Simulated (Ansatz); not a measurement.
Geometry optimisation, RKS PBE0/6-31G in Ansatz.

input.yaml

```yaml
crystal:
  periodic: [false, false, false]
  atoms:
    - { symbol: C, position_ang: [-1.1689, -0.4488, 1.3231] }
    - { symbol: "N", position_ang: [0.015, -0.0196, 0.6227] }
    - { symbol: Si, position_ang: [0.3153, 1.7319, 0.8895] }
    - { symbol: B, position_ang: [-0.0644, -0.2123, -0.8872] }
    - { symbol: Si, position_ang: [1.0662, -1.4275, -1.8385] }
    - { symbol: H, position_ang: [-2.0926, 0.2084, 0.9617] }
    - { symbol: H, position_ang: [-1.0739, -0.2616, 2.4118] }
    - { symbol: H, position_ang: [-1.388, -1.4666, 1.1379] }
    - { symbol: H, position_ang: [1.5892, 2.1344, 0.2503] }
    - { symbol: H, position_ang: [-0.77, 2.5415, 0.4225] }
    - { symbol: H, position_ang: [0.5021, 1.9742, 2.3654] }
    - { symbol: H, position_ang: [0.76475, -0.73178, 0.51192] }
    - { symbol: H, position_ang: [1.7347, -0.6451, -2.8776] }
    - { symbol: H, position_ang: [0.2628, -2.4936, -2.4223] }
    - { symbol: H, position_ang: [2.0277, -2.0022, -0.8628] }
basis:
  gaussian: { orbitals: "6-31G" }
hamiltonian:
  xc: pbe0
relax:
  f_tol: 0.02
  max_steps: 50
```

Launched with:

```bash
$ ansatz run input.yaml --threads 1 --pin off --max-ram 2048MiB --backend cpu --events-out ev --progress --plain --runs-dir out
```

Q: Where does it end, and by what steps?

A: It converged. Limits of this set-up: no polarisation functions. After 29 steps the energy has fallen by 6.296 eV; H14 moved furthest, 1.97 Å. Parted: N2–Si3. Joined: Si3–B4.

| step | energy less start (eV) | largest force component (eV/Å) | accepted |
| --- | --- | --- | --- |
| 0 | 0.0000 | 3.104 | yes |
| 2 | -1.7885 | 0.732 | yes |
| 4 | -2.0411 | 0.799 | yes |
| 6 | -2.5800 | 1.864 | yes |
| 8 | -4.1395 | 2.574 | yes |
| 10 | -5.2025 | 1.111 | yes |
| 12 | -5.6597 | 0.804 | yes |
| 14 | -6.0529 | 0.323 | yes |
| 16 | -6.2176 | 0.133 | yes |
| 18 | -6.2339 | 0.500 | no |
| 20 | -6.2555 | 0.113 | yes |
| 22 | -6.2696 | 0.301 | yes |
| 24 | -6.1896 | 1.294 | no |
| 26 | -6.2953 | 0.046 | yes |
| 28 | -6.2961 | 0.022 | yes |
| 29 | -6.2962 | 0.008 | yes |

```xyz
15
Properties=species:S:1:pos:R:3
C -1.179 -0.618 1.887
N -0.318 -0.997 0.768
Si 0.162 1.861 -0.066
B 0.328 -0.169 -0.150
Si 1.461 -1.051 -1.588
H -1.301 0.465 1.907
H -0.744 -0.934 2.842
H -2.171 -1.074 1.791
H 0.836 2.534 -1.232
H -1.275 2.334 -0.059
H 0.790 2.427 1.189
H -0.197 -2.001 0.686
H 2.899 -0.596 -1.539
H 0.958 -0.738 -2.976
H 1.470 -2.560 -1.452
```

Run time: 2.4 min on 1 thread of Arm Neoverse V2, with other jobs on the host, peak memory 0.18 GiB.
